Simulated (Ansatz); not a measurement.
System: SnF, charge 0, multiplicity 2. 
Structure (B3LYP-D3(BJ)/def2-TZVP (Ansatz, a quantum-chemistry and plane-wave program) minimum search):
```xyz
2

Sn     0.0000     0.0000    -0.2995
F      0.0000     0.0000     1.6641
```
Charge 0, spin multiplicity 2.

Basis-set convergence of Hartree-Fock and CCSD(T) correlation energies (hartree) with Ansatz. Correlated levels leave the core frozen unless marked. Open shells are spin-unrestricted. No spin-orbit coupling. The frozen core is the preceding noble-gas configuration, with the filled d and f shells of earlier blocks. Past Kr the def2 sets carry scalar-relativistic core potentials.

```tsv
basis	functions	E(HF)	E(corr, CCSD(T))
def2-SVP	40	-312.72287	-0.25367
def2-TZVPP	81	-312.86300	-0.33455
def2-QZVPP	139	-312.87030	-0.36422
```

Extrapolating the two largest sets (X = 3 and 4) as X^-3: E(corr) = (64·(-0.36422) - 27·(-0.33455))/37 = -0.3859 Eh, an estimate of the basis-set limit. The largest set recovers 94.4 % of it, the smallest 65.7 %.
